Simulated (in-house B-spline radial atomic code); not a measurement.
# Ionising the tungsten ion W⁵⁹⁺ with different functionals

Computed with an all-electron radial atomic-structure program (B-spline basis): scalar-relativistic (spin-free X2C) Hamiltonian, Fermi nucleus of rms radius 5.3658 fm, spin-polarised at highest spin, spherical fractional occupations for the functionals. The ionisation energy is the difference of two self-consistent energies, [Ne] 3s2 3p3 → [Ne] 3s2 3p2, without Breit or QED terms; ε is the level of the shell that loses the electron (its least bound occupied spin orbital). There is no spin-orbit coupling in this Hamiltonian.

Hybrids are left out here: with spherical fractional occupations of an open shell their exact exchange keeps a self-interaction that integer-occupation calculations don't have.

```json
{"method": "LDA PW92", "rung": "LDA", "ΔSCF (eV)": "6234.2", "-ε(3p) (eV)": "6172.0"}
{"method": "PBEsol", "rung": "GGA", "ΔSCF (eV)": "?", "-ε(3p) (eV)": "?"}
{"method": "SCAN", "rung": "meta-GGA", "ΔSCF (eV)": "?", "-ε(3p) (eV)": "?"}
{"method": "r2SCAN", "rung": "meta-GGA", "ΔSCF (eV)": "6240.8", "-ε(3p) (eV)": "6180.6"}
```

Task: What does SCAN give?

Result: ΔSCF 6241.2 eV, and -ε(3p) = 6180.7 eV.

Task: What does PBEsol give?

Result: ΔSCF 6235.3 eV, and -ε(3p) = 6173.3 eV.

Task: How do they compare with the NIST value?

Result: NIST lists 6093 eV ± 5 (semi-empirical, ground level to ground level). Errors run from +141.2 to +148.2 eV. The correlated functionals all miss on the same side by more than they spread, so the cause is common to them (spin-orbit coupling, Breit-QED terms, multiplet and fine-structure energies, or a listed next ion that isn't the cheapest removal here) and closeness doesn't rank the functionals.
